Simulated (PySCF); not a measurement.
Compound: C3H9AsSi.
SMILES with atom numbers: `[CH2:1]=[CH:2][CH2:3][SiH2:4][AsH2:5]` (hydrogens: H6, H7 on C1; H8 on C2; H9, H10 on C3; H11, H12 on Si4; H13, H14 on As5)

Method: PySCF, PBE0-D3(BJ)/def2-SVP geometry optimisation, gas phase; density fitting, grid level 1; the optimiser is geomeTRIC in internal coordinates, started from a GFN2-xTB structure with every atom displaced at random (about 0.01 Å).

Step 0: E = -71949.4556 eV
```
atom  x, y, z in Å  |  force x, y, z in eV/Å
C1     -2.1052   -0.4729   -0.6010   -0.776  -0.141   0.277
C2     -1.1125    0.3779   -0.7446    0.959   0.601  -0.318
C3     -0.6245    1.2975    0.3008    0.976  -0.407   0.536
Si4     1.1080    0.6598    0.9770   -1.897   0.250   0.014
As5     2.4253    0.2017   -0.8708    0.318   0.526  -0.533
H6     -2.7048   -0.4787    0.3036   -0.125  -0.093   0.347
H7     -2.4252   -1.1150   -1.3925   -0.179  -0.639  -0.677
H8     -0.5293    0.4064   -1.6798   -0.217  -0.110  -0.009
H9     -1.3295    1.3923    1.1374   -0.018  -0.051   0.137
H10    -0.4545    2.2920   -0.1043    0.116   0.536  -0.199
H11     1.6400    1.7151    1.8382    0.503   0.477   0.243
H12     0.7951   -0.4887    1.8651    0.127  -0.296   0.016
H13     1.8160   -1.1516   -1.0406   -0.331  -0.492  -0.111
H14     3.4940   -0.3708    0.0037    0.545  -0.159   0.277
```

Problem. Estimate the geometry and energy of step 1. (The exact step hangs on the optimiser's Hessian estimate; all steps are aligned on step 0, rigid shifts and turns removed.)

Solution. E = -71949.6218 eV, largest force 0.309 eV/Å
```
atom  x, y, z in Å  |  force x, y, z in eV/Å
C1     -2.1517   -0.4751   -0.5949    0.042   0.041  -0.137
C2     -1.1508    0.3942   -0.7614   -0.109  -0.045   0.066
C3     -0.6108    1.3122    0.2843    0.135  -0.004   0.086
Si4     1.0385    0.6704    1.0026    0.065   0.123  -0.191
As5     2.4958    0.2211   -0.8258    0.008  -0.293   0.096
H6     -2.6896   -0.5478    0.3527   -0.045  -0.040   0.092
H7     -2.4776   -1.1298   -1.4093    0.027   0.032   0.062
H8     -0.6570    0.4348   -1.7382    0.074  -0.001  -0.075
H9     -1.3222    1.4303    1.1189    0.005   0.006  -0.003
H10    -0.4192    2.3173   -0.1356    0.011  -0.078   0.057
H11     1.6976    1.7270    1.8404   -0.086  -0.052   0.005
H12     0.8220   -0.5589    1.8223   -0.069   0.027   0.047
H13     1.8359   -1.1508   -1.0447    0.115   0.192  -0.009
H14     3.5820   -0.3802    0.0810   -0.173   0.094  -0.097
```

The energy changes by -0.1662 eV. The first-order estimate −F·Δx gives -0.3781 eV and the mean of the old and new forces, exact on a quadratic surface, -0.1660 eV. The step makes an angle of 66° with the force vector and moves no atom by more than 0.143 Å.

The cost below is that of the whole optimisation. The run took 89 s of wall time on an Arm Neoverse N1 with one thread (shared host), and the process peaked at 0.58 GiB of memory.
